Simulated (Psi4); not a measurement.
**MP2, SCS-MP2 and SOS-MP2 from spin components**

System: H$_{3}$FS$_{3}$Si (SMILES F[Si](S)(S)S), singlet, at a GFN2-xTB geometry. Level: Psi4 1.11 with MP2/cc-pV(D+d)Z. Sums are taken with unrounded values, so a last digit can differ.

Psi4 was given this input:
```
memory 2 GB

molecule mol {
0 1
  F    -1.406452    1.099719    0.395838
  Si   -0.161827    0.126261    0.045747
  S    -0.984972   -1.804090   -0.360291
  S     0.811762    0.959420   -1.664809
  S     1.113347    0.109004    1.760887
  H    -1.413450   -2.016693    0.874795
  H    -0.198692    0.749895   -2.494979
  H     1.493616    1.372322    1.644592
}

set basis cc-pv(d+d)z
set reference rhf
set freeze_core true

energy('mp2')
print_variables()
```

It gave an SCF energy of -1582.892805 Eh, a same-spin correlation energy of -0.176706 Eh and an opposite-spin one of -0.504745 Eh.

Work out the MP2, SCS-MP2 (6/5 and 1/3) and SOS-MP2 (1.3 and 0) correlation and total energies.

MP2: -0.504745 + (-0.176706) = -0.681451 Eh, total -1583.574256 Eh, as the program printed. SCS-MP2: 1.2 × (-0.504745) + (-0.176706)/3 = -0.664596 Eh, total -1583.557401 Eh. SOS-MP2: 1.3 × (-0.504745) = -0.656168 Eh, total -1583.548973 Eh. Opposite spins carry 74 % of the MP2 correlation; same-spin pairs are already kept apart by exchange.
